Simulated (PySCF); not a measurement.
## Calculated NMR data

PySCF 2.14.0 with density-fitted response routines calculation with shieldings: GIAO PBE0/pcSseg-1, J couplings at B3LYP/pcJ-1 and PBE0-D3(BJ)/def2-SVP geometry; single conformer, gas phase, no relativistic terms, rapidly exchanging positions averaged.

Referencing at the same level of theory: $^{1}$H (σ = 31.27 ppm) and $^{13}$C (σ = 184.41 ppm) against TMS. Multiplet labels drop J under 1 Hz and among equivalent protons, and merge close values. Unscaled 3J(H,H) run several per cent high. Where no couplings were computed, multiplicities follow the n + 1 count of equivalent neighbours, and m marks all less simple cases (inequivalent or close neighbours, rings, F or P nearby). Shifts are as computed. Against solution values, carbons near 30 ppm lie about +2 ppm off and those near 130 ppm about +5 ppm. Of 1211 compounds with measured shifts, 218 miss one by over three times the rms of a fit or turn the order of signals round; such compounds aren't used in these exercises.

Compound 1 (C$_{3}$H$_{12}$O$_{2}$Si$_{3}$). $^{1}$H NMR (400 MHz, computed): δ 6.16 (m, 1H), 5.48 (m, 1H), 5.47 (m, 1H), 5.09 (s, 6H), 4.79 (t, 1H), 1.65 (m, 2H). $^{13}$C{$^{1}$H} NMR (computed): δ 141.2, 125.1, 29.8. Structure: SMILES C=CC[SiH](O[SiH3])O[SiH3].

Compound 2 (C$_{5}$N$_{4}$). $^{13}$C{$^{1}$H} NMR (computed): δ 107.6, 18.7. Structure: methanetetracarbonitrile (N#CC(C#N)(C#N)C#N).
